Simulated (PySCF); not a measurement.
PySCF 2.14 output of an unrestricted PBE calculation on a single atom or ion in dyall-av3z (20s13p6d4f, 117 functions), with scalar relativity by spin-free X2C-1e:

```
SCF conv_tol = 1e-09
number electrons alpha = 6  beta = 6
    J. P. Perdew, K. Burke, and M. Ernzerhof.,  Phys. Rev. Lett. 77, 3865 (1996)
    J. P. Perdew, K. Burke, and M. Ernzerhof.,  Phys. Rev. Lett. 78, 1396 (1997)
    J. P. Perdew, K. Burke, and M. Ernzerhof.,  Phys. Rev. Lett. 77, 3865 (1996)
    J. P. Perdew, K. Burke, and M. Ernzerhof.,  Phys. Rev. Lett. 78, 1396 (1997)
cycle= 1 E= -200.266750121579  delta_E= -0.00901  |g|= 0.0253  |ddm|= 0.247
cycle= 2 E= -200.266798186876  delta_E= -4.81e-05  |g|= 0.0207  |ddm|= 0.0245
cycle= 3 E= -200.266850812622  delta_E= -5.26e-05  |g|= 0.000382  |ddm|= 0.00337
cycle= 4 E= -200.266850884617  delta_E= -7.2e-08  |g|= 8.86e-05  |ddm|= 0.00118
cycle= 5 E= -200.266850888788  delta_E= -4.17e-09  |g|= 1.48e-05  |ddm|= 0.000225
cycle= 6 E= -200.266850888869  delta_E= -8.07e-11  |g|= 1.83e-07  |ddm|= 2.25e-05
converged SCF energy = -200.266850888869  <S^2> = -5.3290705e-15  2S+1 = 1
```

The run itself started from symmetry-adapted Hartree-Fock orbitals and held the occupation by maximum overlap, on a logarithmic radial grid, so the iterations belong to that start.

Which element, charge and spin multiplicity is this?

Mg (magnesium, neutral), multiplicity 1; the state was [Ne] 3s2, closed-shell 1S.
